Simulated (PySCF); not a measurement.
Cd(Br)(SH) (BrCdHS), SMILES [SH][Cd][Br]. The structure is a stationary point at PBE0-D3(BJ)/def2-TZVP. The def2 effective core potentials stand for the cores of Cd; spin–orbit coupling is left out. One conformer was computed; it need not be the lowest.

Task: Give the equilibrium geometry at PBE0-D3(BJ)/def2-TZVP (PySCF confirms it by a frequency run) as Cartesian coordinates in Å, and its point group. (Estimate from the structure and the level; the computed values follow.)

Result: Several could match; the one computed here: point group Cs.
```xyz
4

Cd     0.0114    -0.4469     0.0000
Br    -0.0085     1.9640     0.0000
S      0.0641    -2.7757     0.0000
H     -1.2764    -2.8781     0.0000
```
